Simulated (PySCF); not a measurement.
## Excitation energy of Ne²⁺ by level of theory

Ne²⁺ [He] 2s2 2p4 (3P) → Ne²⁺ [He] 2s2 2p3 3d1 (5D), as a difference of total energies. Computed with PySCF 2.14 in x2c-QZVPPall with one added diffuse shell each of s, p, d, f type (8s5p4d3f1g, 73 functions), with scalar relativity by spin-free X2C-1e. Correlated levels: valence: 1s2 frozen. The calculations carry no spin-orbit coupling.

```csv
method,excitation energy (cm⁻¹)
UHF,398730
MP2 (valence),407060
SCS-MP2 (valence),408730
CCSD (valence),407020
CCSD(T) (valence),407070
```

A first-order spin-orbit estimate (lowest level to lowest level, LS coupling) adds 0.038 eV.

The promoted electron is Rydberg-like, and one or two diffuse shells describe it only roughly, which tends to raise the upper state.
